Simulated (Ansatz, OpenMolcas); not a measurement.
# How methods differ on C2H4FGa (SMILES C=[CH][GaH][F])

C2H4FGa has 8 atoms, charge 0, and is taken as a singlet. SMILES: `C=[CH][GaH][F]`. Geometry: relaxed at PBE0-D4/def2-TZVP. This is one conformer, not always the lowest.

```xyz
8

C    -0.8371    1.1754    0.0609
C     0.3426    0.5695   -0.0650
Ga    0.4817   -1.3602   -0.0076
F     2.1105   -2.0061   -0.1996
H    -1.7621    0.6205    0.2001
H    -0.9411    2.2578    0.0316
H     1.2323    1.1796   -0.2023
H    -0.6269   -2.4367    0.1820
```

Quantity: the vertical ionisation energy (to the doublet cation), in eV. The values are calculated.

```
            level                    kind     program  value (eV)  CPU time (all runs)
       HF/cc-pVDZ            Hartree–Fock      Ansatz        9.30                 30 s
    SVWN5/cc-pVDZ                     LDA  OpenMolcas       10.19                 82 s
      PBE/cc-pVDZ                     GGA  OpenMolcas       10.07              3.4 min
     TPSS/cc-pVDZ                meta-GGA  OpenMolcas       10.14              3.8 min
    B3LYP/cc-pVDZ           global hybrid      Ansatz       10.46                 50 s
CAM-B3LYP/cc-pVDZ  range-separated hybrid      Ansatz       10.67                 74 s
    HSE06/cc-pVDZ  range-separated hybrid      Ansatz       10.49                 62 s
 RPA@PBE0/cc-pVDZ                     RPA      Ansatz       10.64                 79 s
```

All-electron rows without a relativistic Hamiltonian named are non-relativistic. The values span 9.30 to 10.67 eV. CPU times are rough (shared hosts, several kinds of processor and program).
